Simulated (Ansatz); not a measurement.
Reactions of H$_{4}$OSSn (`[OH][SnH2][SH]`).

Gas-phase electronic energies from Ansatz, PBE0-D4/def2-TZVP geometries. CCSD(T)/CBS is the MP2 limit (def2-TZVPP, def2-QZVPP) plus CCSD(T) − MP2 in def2-TZVPP, frozen cores. This one scheme is used for every species. def2 core potentials past Kr. For Se, Sn outer-core shells are correlated without core-valence functions, which leaves a few kJ/mol of doubt a bond. Scalar relativity is left out up to krypton. Each species was taken in one conformer, which may not be the lowest.

**Question.** Order these by ΔE at CCSD(T)/CBS, lowest first. (Estimate.)
A. `[OH][SnH2][SH]` + H₂Se → `[SH][SnH2][SeH]` + H₂O
B. `[OH][SnH2][SH]` + `N[SiH3]` → `[OH][SnH2][NH][SiH3]` + H₂S
C. `[OH][SnH2][SH]` → H₂ + `[OH][Sn][SH]`
D. `[OH][SnH2][SH]` + H₂S → `[SH][SnH2][SH]` + H₂O

**Answer.** A (-0.63 eV), D (-0.42 eV), C (-0.17 eV), B (+0.49 eV).

Largest T1 diagnostic: 0.017, for `[OH][Sn][SH]`.
